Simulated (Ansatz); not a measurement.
Molecule: C$_{2}$H$_{6}$AlCl, charge 0, multiplicity 1. 
Structure (B3LYP-D3(BJ)/def2-TZVP (Ansatz, a program for electronic structure) minimum search):
```
Al
C 1 1.9458
H 2 1.0918 1 112.60
H 2 1.0937 3 108.08 1 -122.60
H 2 1.0937 3 108.08 4 -114.83
C 1 1.9458 2 127.02 3 -0.28
H 6 1.0918 1 112.59 2 1.46
H 6 1.0936 7 108.13 1 -122.68
H 6 1.0938 7 108.04 8 -114.83
Cl 1 2.1227 2 116.49 3 179.81
```
Charge 0, spin multiplicity 1.

Wanted: vertical ionisation energy (to the doublet state of charge +1; each state is the SCF solution reached for its spin), in eV. Correlated levels leave the core frozen unless marked. UHF or UKS for open shells. No spin-orbit coupling. Non-relativistic. Basis-set limits of correlation are two-point, X^-3; Hartree-Fock from the larger set. [CCSD(T)-MP2]/basis is that difference in the basis named.

| level | program | vertical ionisation energy (eV) |
|---|---|---|
| SVWN5/def2-TZVPD | Ansatz | 9.67 |
| PBE/def2-TZVPD | Ansatz | 9.51 |
| r2SCAN/def2-TZVPD | Ansatz | 9.67 |
| PBE0/def2-TZVPD | Ansatz | 9.87 |
| BHLYP/def2-TZVPD | Ansatz | 10.06 |
| CAM-B3LYP/def2-TZVPD | Ansatz | 10.12 |
| wB97M-V/def2-TZVPD | Ansatz | [?] |
| wB97X-V/def2-TZVPD | Ansatz | 10.22 |
| SCS-MP2/aug-cc-pV(D+d)Z | Ansatz | 10.37 |
| SCS-MP2/aug-cc-pV(T+d)Z | Ansatz | 10.50 |
| CCSD/aug-cc-pV(D+d)Z | Ansatz | [?] |
| CCSD/aug-cc-pV(T+d)Z | Ansatz | [?] |
| RI-MP2/CBS(aug-cc-pV(T+d)Z,aug-cc-pV(Q+d)Z)+[CCSD(T)-MP2]/aug-cc-pV(T+d)Z | Ansatz | [?] |

Problem. What belongs in the gaps?

Solution. 
- wB97M-V/def2-TZVPD, vertical ionisation energy (eV): 10.17
- CCSD/aug-cc-pV(D+d)Z, vertical ionisation energy (eV): 10.21
- CCSD/aug-cc-pV(T+d)Z, vertical ionisation energy (eV): 10.30
- RI-MP2/CBS(aug-cc-pV(T+d)Z,aug-cc-pV(Q+d)Z)+[CCSD(T)-MP2]/aug-cc-pV(T+d)Z, vertical ionisation energy (eV): 10.38
